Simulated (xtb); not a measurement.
I2, charge +1, doublet, at a GFN2-xTB geometry (a state made from the parent by changing its charge; the spin is typed, not shown lowest). Base run: GFN0-xTB in xtb.

The xtb input:
```
$ xtb mol.xyz --gfn 0 --chrg 1 --uhf 1 --json

# file mol.xyz
2

I     -0.00000000    -0.00000000    -1.31100831
I      0.00000000     0.00000000     1.31100831
```

Each row names what was changed in the base input (with any setting that the change needs).

```
change        ΔE vs base (kcal/mol)
------------  ---------------------
base                          0.000
acc = 0.0001                  0.000
etemp = 5000                 -14.87
acc = 1000                    0.000
file = coord                  0.000
etemp = 1000                  -1.93
```
